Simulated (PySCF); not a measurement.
vinylene carbonate (C₃H₂O₃), singlet, geometry from GFN2-xTB. Base run: R2SCAN/STO-3G run with PySCF.

Here is a job for PySCF.
```python
from pyscf import gto, scf, dft

mol = gto.Mole()
mol.atom = '''
    O     1.922060   -0.012124    0.370566
    C     0.757860   -0.004780    0.146112
    O     0.042524    1.059866   -0.295200
    C    -1.253009    0.650512   -0.425482
    C    -1.329194   -0.634223   -0.072356
    O    -0.083161   -1.059609    0.287365
    H    -1.972576    1.363476   -0.766955
    H    -2.132750   -1.337580   -0.024536
'''
mol.basis = 'sto-3g'
mol.charge = 0
mol.spin = 0
mol.verbose = 4
mol.symmetry = True
mol.build()

mf = dft.RKS(mol)
mf.xc = 'r2scan'
mf.kernel()
mf.analyze()
```

Variants of this job, named by their change:

```json
[
 {"change": "base", "ΔE vs base (eV)": "0.00", "point group used": "C2v", "SCF cycles": "9", "outcome": "converged"},
 {"change": "irrep_nelec = A1:20 A2:2 B1:6 B2:16", "ΔE vs base (eV)": "-", "point group used": "-", "SCF cycles": "50", "outcome": "not converged"},
 {"change": "irrep_nelec = A1:24 A2:2 B1:4 B2:14", "ΔE vs base (eV)": "21.23", "point group used": "C2v", "SCF cycles": "11", "outcome": "converged"},
 {"change": "symmetry_subgroup = C2", "ΔE vs base (eV)": "0.00", "point group used": "C2", "SCF cycles": "9", "outcome": "converged"},
 {"change": "symmetry = off", "ΔE vs base (eV)": "0.00", "point group used": "C1", "SCF cycles": "9", "outcome": "converged"},
 {"change": "irrep_nelec = A1:24 A2:2 B1:6 B2:12", "ΔE vs base (eV)": "26.34", "point group used": "C2v", "SCF cycles": "13", "outcome": "converged"},
 {"change": "symmetry_subgroup = Cs", "ΔE vs base (eV)": "0.00", "point group used": "Cs", "SCF cycles": "9", "outcome": "converged"},
 {"change": "irrep_nelec = A1:22 A2:2 B1:8 B2:12", "ΔE vs base (eV)": "17.71", "point group used": "C2v", "SCF cycles": "12", "outcome": "converged"}
]
```
